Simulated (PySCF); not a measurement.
CH3Si, SMILES [CH]=[SiH2], multiplicity 2.

Geometry: ωB97X-D3(BJ)/def2-TZVP. The isomer is the one that the SMILES or the coordinates give; other isomers of the formula were not compared.

Level of theory: PBE0/def2-TZVPD run with PySCF.

Computed frontier levels, dipole moment and polarisability:
- α spin, highest occupied and lowest empty level: -7.07 and -1.31 eV
- β spin, highest occupied and lowest empty level: -6.59 and -2.41 eV
- dipole moment: 0.74 D
- quadrupole, principal values (traceless, Buckingham form, about the centre of nuclear charge): -2.30, -1.14, 3.44 D·Å
- mean static polarisability: 45.4 bohr³ (6.72 Å³)
- polarisability, principal values: 38.4, 39.4, 58.3 bohr³
- ⟨S²⟩: 0.783 (pure state 0.75)
